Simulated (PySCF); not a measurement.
**Working out the ionisation energy of S(2+)**

S(2+) [Ne] 3s2 3p2 (3P) → S(3+) [Ne] 3s2 3p1 (2P). Computed with PySCF 2.14 in x2c-QZVPPall (9s6p4d2f1g, 70 functions), with the spin-free X2C one-electron Hamiltonian (Gaussian nucleus). Frozen: [Ne]. Energies in hartree (1 hartree = 27.21139 eV):

| part | S(2+) (lower) | S(3+) (upper) |
| --- | --- | --- |
| UHF | -397.424323 | -396.169309 |
| CCSD correlation | -0.092890 | -0.072379 |
| (T) | -0.002507 | -0.001111 |

What does Hartree-Fock give?

(-396.169309) − (-397.424323) = 1.255014 hartree = 34.151 eV.

What do CCSD and CCSD(T) give?

The CCSD correlation energies differ by 0.020511 hartree = 0.558 eV and the triples by 0.001396 hartree = 0.038 eV, so CCSD gives 34.709 eV and CCSD(T) 34.747 eV.

A first-order spin-orbit estimate adds -0.009 eV to CCSD(T) (valence), giving 34.738 eV against 34.86 ± 0.04 eV (semi-empirical (NIST evaluation); NIST Atomic Spectra Database, ionization energies).

What remains against the reference includes basis incompleteness, the frozen core and higher excitations.
